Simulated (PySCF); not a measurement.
Precursor series Ta OH-NH2. Gas-phase values, no solvent. One relaxed conformer stands for each flexible species; it need not be the lowest.

The LUMO from two functionals at the same geometries (BP86-D3(BJ)/def2-SVP), both in PySCF: PBE-D3(BJ)/def2-TZVP and B3LYP-D3(BJ)/def2-TZVP. B3LYP has the VWN-RPA correlation part, as in Gaussian. 

```
species                                      PBE-D3(BJ)/def2-TZVP (eV)  B3LYP-D3(BJ)/def2-TZVP (eV)
-------------------------------------------  -------------------------  ---------------------------
0 of 5 OH replaced by NH2                                        -1.82                        -1.24
2 of 5 OH replaced by NH2 ([Ta(OH)3(NH2)2])                      -1.55                        -0.92
3 of 5 OH replaced by NH2                                        -1.25                        -0.64
4 of 5 OH replaced by NH2 ([Ta(OH)(NH2)4])                       -1.42                        -0.79
```

Over these rows, drawn at random from the members with no instability flagged (it was tested for open shells, ions and some series alone), PBE minus B3LYP-D3(BJ): mean -0.61 eV, from -0.64 eV to -0.58 eV.
